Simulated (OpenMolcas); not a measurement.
**Pr4+: moving or changing the point charges**

Pr4+ among 8 point charges of -1 e arranged as a cube (Oh), 2.32 Å from the ion.

- Program: OpenMolcas 26.06
- Method: CASSCF
- Basis: ANO-RCC-VDZP [7s6p4d2f1g]
- Scalar Hamiltonian: DKH2, point nucleus
- Active space: 1 electron in 7 orbitals (4f)
- State averaging: 2S+1 = 2 odd, 7 roots
- Spin-orbit coupling: RASSI with atomic mean-field integrals over the reference wave functions

Runs around this geometry, states (labels of O, the rotations of Oh). Energies in cm-1 above the lowest state or level, χT in cm3 K/mol; under a threefold ground state the first gap can be a small split of the lowest multiplet, not the spin-orbit step.

| R (Å) | Ground state | First state of that spin | First gap with spin-orbit (degeneracies) | Width of lowest J | χT at 300 K |
| --- | --- | --- | --- | --- | --- |
| 2.32 | 2T1 | 2T2 137.3 | 231.2 (4, 2) | 231 | 0.776 |
| 2.56 | 2T1 | 2T2 90.2 | 147.4 (4, 2) | 147 | 0.796 |
| 2.71 | 2T1 | 2T2 70.4 | 112.9 (4, 2) | 113 | 0.803 |

Taking the width of the lowest J multiplet as R^-n, n = -ln(113 / 231) / ln(2.71 / 2.32) = 4.6 between the shortest and longest distance.

This is an electrostatic model: the charges have no orbitals. No measured value stands beside these numbers.
